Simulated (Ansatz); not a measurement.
Ansatz (a first-principles code) input (B3LYP-D3(BJ)/def2-TZVP):

Ansatz 0.2 input:
```yaml
crystal:
  periodic: [false, false, false]
  atoms:
    - {symbol: B, position_ang: [1.54642092, -0.04088888, -0.72817158]}
    - {symbol: Cl, position_ang: [2.24437277, -0.78205437, 0.69320338]}
    - {symbol: O, position_ang: [0.28937960, 0.27751095, -0.84581173]}
    - {symbol: C, position_ang: [-0.78537295, 0.12149831, 0.08308473]}
    - {symbol: H, position_ang: [-0.43293691, -0.34837728, 1.00309219]}
    - {symbol: H, position_ang: [-1.54939381, -0.49718020, -0.38793804]}
    - {symbol: H, position_ang: [-1.19165598, 1.11027687, 0.29658777]}
basis:
  gaussian:
    orbitals: def2-TZVP
hamiltonian:
  xc: b3lyp
  dispersion: d3bj
magnetization: {spin_polarized: true, initial_magnetization: 1}
relax: {f_tol: 0.002, max_steps: 150}
```

Output:

```
Functional definition: B3LYP
integrals: 0.06 GiB planned
895 factors; their error is unknown
mean field: 0.74 GiB planned
mean field evaluation 1: about -16328.3667 eV, gradient 3.9e1 eV
mean field evaluation 2: about -16313.8438 eV, gradient 7.2e1 eV
mean field evaluation 4: about -16334.3539 eV, gradient 3.6e0 eV
mean field evaluation 8: about -16334.4084 eV, gradient 5.9e-2 eV
mean field evaluation 16: about -16334.4348 eV, gradient 1.0e-4 eV
mean field -16334.43476474 eV, -600.2794057265 hartree, gradient 1.4e-5 eV, S^2 0.752467; 0 other end points of the search recorded, 0 dependent functions left out
the calculation of the forces begins
reference -16334.43500414 eV, -600.2794145245 hartree; 20, 19 occupied and 128, 129 virtual orbitals, 895 factors
relax step   1: F+E_penalty+E_count = -16334.65969375 eV  Δ(F+E_penalty+E_count) = +0.000e0 eV  max|allowed force component| = 6.750e-1 eV/Å  Δτ_max = 0.0000 Å  (31 SCF iters, accepted)
these checks for a lower state are left out or cut short: starts, cluster_reference, orbital_swaps, neighbouring_geometries, increment
integrals: 0.06 GiB planned
895 factors; their error is unknown
mean field: 0.73 GiB planned
mean field -16334.45382915 eV, -600.2801063307 hartree, gradient 1.5e-5 eV, S^2 0.752495; 0 other end points of the search recorded, 0 dependent functions left out
the calculation of the forces begins
reference -16334.45406912 eV, -600.2801151495 hartree; 20, 19 occupied and 128, 129 virtual orbitals, 895 factors
relax step   2: F+E_penalty+E_count = -16334.67692933 eV  Δ(F+E_penalty+E_count) = -1.724e-2 eV  max|allowed force component| = 2.800e-1 eV/Å  Δτ_max = 0.0396 Å  (33 SCF iters, accepted)
these checks for a lower state are left out or cut short: starts, cluster_reference, orbital_swaps, neighbouring_geometries, increment
integrals: 0.06 GiB planned
895 factors; their error is unknown
mean field: 0.73 GiB planned
mean field evaluation 32: about -16334.4584 eV, gradient 1.5e-5 eV
mean field -16334.45839494 eV, -600.2802741206 hartree, gradient 1.5e-5 eV, S^2 0.752516; 0 other end points of the search recorded, 0 dependent functions left out
the calculation of the forces begins
reference -16334.45863489 eV, -600.2802829384 hartree; 20, 19 occupied and 128, 129 virtual orbitals, 895 factors
relax step   3: F+E_penalty+E_count = -16334.68125679 eV  Δ(F+E_penalty+E_count) = -4.327e-3 eV  max|allowed force component| = 8.638e-2 eV/Å  Δτ_max = 0.0141 Å  (34 SCF iters, accepted)
these checks for a lower state are left out or cut short: starts, cluster_reference, orbital_swaps, neighbouring_geometries, increment
integrals: 0.06 GiB planned
895 factors; their error is unknown
mean field: 0.74 GiB planned
mean field -16334.45848256 eV, -600.2802773406 hartree, gradient 1.5e-5 eV, S^2 0.752520; 0 other end points of the search recorded, 0 dependent functions left out
the calculation of the forces begins
reference -16334.45872230 eV, -600.2802861507 hartree; 20, 19 occupied and 128, 129 virtual orbitals, 895 factors
relax step   4: F+E_penalty+E_count = -16334.68178474 eV  Δ(F+E_penalty+E_count) = -5.279e-4 eV  max|allowed force component| = 2.598e-2 eV/Å  Δτ_max = 0.0123 Å  (34 SCF iters, accepted)
these checks for a lower state are left out or cut short: starts, cluster_reference, orbital_swaps, neighbouring_geometries, increment
integrals: 0.06 GiB planned
895 factors; their error is unknown
mean field: 0.74 GiB planned
mean field -16334.45834648 eV, -600.2802723398 hartree, gradient 1.5e-5 eV, S^2 0.752518; 0 other end points of the search recorded, 0 dependent functions left out
the calculation of the forces begins
reference -16334.45858613 eV, -600.2802811466 hartree; 20, 19 occupied and 128, 129 virtual orbitals, 895 factors
relax step   5: F+E_penalty+E_count = -16334.68183204 eV  Δ(F+E_penalty+E_count) = -4.729e-5 eV  max|allowed force component| = 6.975e-3 eV/Å  Δτ_max = 0.0039 Å  (26 SCF iters, accepted)
these checks for a lower state are left out or cut short: starts, cluster_reference, orbital_swaps, neighbouring_geometries, increment
integrals: 0.06 GiB planned
895 factors; their error is unknown
mean field: 0.74 GiB planned
mean field -16334.45834259 eV, -600.2802721968 hartree, gradient 5.3e-5 eV, S^2 0.752517; 0 other end points of the search recorded, 0 dependent functions left out
the calculation of the forces begins
reference -16334.45858223 eV, -600.2802810034 hartree; 20, 19 occupied and 128, 129 virtual orbitals, 895 factors
relax step   6: F+E_penalty+E_count = -16334.68183367 eV  Δ(F+E_penalty+E_count) = -1.639e-6 eV  max|allowed force component| = 6.930e-3 eV/Å  Δτ_max = 0.0004 Å  (23 SCF iters, accepted)
these checks for a lower state are left out or cut short: starts, cluster_reference, orbital_swaps, neighbouring_geometries, increment
integrals: 0.06 GiB planned
895 factors; their error is unknown
mean field: 0.74 GiB planned
mean field -16334.45834014 eV, -600.2802721067 hartree, gradient 1.0e-5 eV, S^2 0.752517; 0 other end points of the search recorded, 0 dependent functions left out
the calculation of the forces begins
reference -16334.45857979 eV, -600.2802809135 hartree; 20, 19 occupied and 128, 129 virtual orbitals, 895 factors
relax step   7: F+E_penalty+E_count = -16334.68183473 eV  Δ(F+E_penalty+E_count) = -1.058e-6 eV  max|allowed force component| = 3.958e-4 eV/Å  Δτ_max = 0.0006 Å  (25 SCF iters, accepted)
integrals: 0.06 GiB planned
895 factors; their error is unknown
mean field: 0.74 GiB planned
mean field evaluation 64: about -16334.4305 eV, gradient 2.0e-1 eV
mean field -16334.45834014 eV, -600.2802721067 hartree, gradient 1.0e-5 eV, S^2 0.752517; 1 other end points of the search recorded, 0 dependent functions left out
the calculation of the forces begins
reference -16334.45857979 eV, -600.2802809135 hartree; 20, 19 occupied and 128, 129 virtual orbitals, 895 factors
Total energy: -16334.68207438 eV, -600.2884941882 hartree
Atom 0 at     1.543154    -0.043747    -0.718712 Å, force    -0.000396     0.000223    -0.000033 eV/Å
Atom 1 at     2.271215    -0.796257     0.709249 Å, force     0.000037    -0.000136     0.000035 eV/Å
Atom 2 at     0.277571     0.291176    -0.870018 Å, force     0.000214    -0.000157    -0.000067 eV/Å
Atom 3 at    -0.790470     0.123508     0.081532 Å, force     0.000156     0.000112     0.000113 eV/Å
Atom 4 at    -0.426261    -0.344844     0.994510 Å, force    -0.000118     0.000071    -0.000019 eV/Å
Atom 5 at    -1.554677    -0.496979    -0.382224 Å, force     0.000139     0.000017     0.000018 eV/Å
Atom 6 at    -1.199719     1.107929     0.299710 Å, force    -0.000033    -0.000130    -0.000047 eV/Å
Dipole moment:    -0.465330     0.019412     0.193186 e Å
```

It need not be the lowest isomer of its formula.
